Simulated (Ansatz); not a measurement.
CH₄F₃NSi (`CN[Si](F)(F)F`), 10 atoms. The species carries charge 0 and has multiplicity 1. All runs use 4 threads of a server CPU on a shared host. Correlated methods freeze the cores.

(1) How many basis functions does each run have, and how long does it take in Ansatz? RKS PBE0-D4/def2-QZVPP energy; RHF-CCSD(T)/def2-SVP energy; RKS PBE0-D4/def2-SVP energy; RKS ωB97M-V/def2-QZVPP energy; RKS r2SCAN0-D4/def2-TZVPP energy; RKS CAM-B3LYP-D4/def2-TZVPP energy; RKS PBE0-D4/def2-TZVP relaxation (13 steps); RKS ωB97M-V/def2-SVP energy; direct RPA on PBE orbitals/def2-TZVPP energy; RKS SPW92/def2-TZVPP energy; RKS PBE0-D4/def2-TZVP frequencies; RKS B2PLYP (frozen core)/def2-TZVPP energy. (Estimate.)

## Answers

(1) Computed: Other jobs shared the machine, so times are rough.

```csv
level,job,functions,wall time,peak host memory (GiB)
RKS PBE0-D4/def2-SVP,energy,108,1.1 s,0.28
RKS SPW92/def2-TZVPP,energy,253,1.4 s,0.35
RKS ωB97M-V/def2-SVP,energy,108,3.4 s,0.38
RKS CAM-B3LYP-D4/def2-TZVPP,energy,253,3.6 s,0.74
RKS r2SCAN0-D4/def2-TZVPP,energy,253,5 s,0.69
RKS B2PLYP (frozen core)/def2-TZVPP,energy,253,6 s,0.7
direct RPA on PBE orbitals/def2-TZVPP,energy,253,6 s,0.63
RHF-CCSD(T)/def2-SVP,energy,108,7.5 s,0.59
RKS PBE0-D4/def2-QZVPP,energy,475,8.5 s,1.7
RKS ωB97M-V/def2-QZVPP,energy,475,16 s,2.1
RKS PBE0-D4/def2-TZVP,relaxation (13 steps),216,55 s,0.62
RKS PBE0-D4/def2-TZVP,frequencies,216,3 min,0.63
```
